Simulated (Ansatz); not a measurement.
Basis-set extrapolation for CH$_{5}$BClNO (`OCNBCl`) (PBE0-D4/def2-TZVP geometry, frozen core, Ansatz). Multiplicity 1, RHF reference.

```csv
,def2-TZVPP,def2-QZVPP
HF,-654.446527,-654.468477
MP2 correlation,-0.910453,-0.981997
CCSD(T) correlation,-0.988132,not run
```

Energies in hartree. Use E(X) = E(∞) + A·exp(−7.88·√X) for Hartree–Fock and E(X) = E(∞) + B·X^(−2.97) for correlation, with X = 3 and 4, and add CCSD(T) minus MP2 of the smaller set to the MP2 limit.

Question: What is the CCSD(T) energy at the basis-set limit?

Answer: HF limit: -654.468477 + (-0.021950) × 0.13774 = -654.47150. MP2 limit: -0.981997 + (-0.071544) × 0.74074 = -1.03499. Higher-order term: -0.988132 − (-0.910453) = -0.07768. Total: -655.58417 hartree, 392.5 kJ/mol below CCSD(T)/def2-TZVPP.
